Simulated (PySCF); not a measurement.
SMILES [Mg]([CH2]C)[Br], singlet at its PBE0/def2-SVP optimised geometry (Å):

```
9

Mg     0.7641     0.3839     0.0000
Br     3.1311     0.3839     0.0000
C     -1.3351     0.3883    -0.0160
C     -2.0299    -0.3748     1.1134
H     -1.6559    -0.0101    -0.9964
H     -1.6621     1.4446    -0.0173
H     -1.7708     0.0229     2.1088
H     -1.7622    -1.4446     1.1228
H     -3.1311    -0.3292     1.0359
```

Level of theory: PBE0/def2-TZVP in PySCF. Cells within 0.4 Å of a nucleus heavier than hydrogen are left out (blank, or x).

Map of the Laplacian of the electron density (e/bohr⁵) on the plane z = 1.5 Å:

```
|777777777777777777777777777|
|777777777777777777777777777|
|777777777777777777777777777|
|777777777777777777777777777|
|777777777777777777777777777|
|777777777777777777777777777|
|777777777777777777777777777|
|777777777777777777777777777|
|777777777777777777777777777|
|777777777777777777777777777|
|777777777777777777777777777|
|777777777877777777777777777|
|777777899987777777777777777|
|777778880198777777777777777|
|77777877x198777777777777777|
|777778897697777777777777777|
|777777788687777777777777777|
|777777778887777777777777777|
|777777777777777777777777777|
|777777777777777777777777777|
|777777777777777777777777777|
|777777777777777777777777777|
|777777777777777777777777777|
|777777777777777777777777777|
|777777777777777777777777777|
|777777777777777777777777777|
|777777777777777777777777777|
```
Scale: ten equal steps from -0.429 (start of '0') to 0.181 (end of '9'), in the order '0123456789'; x runs from -5.50 to 5.50, y from -5.50 (bottom) to 5.50 (top).
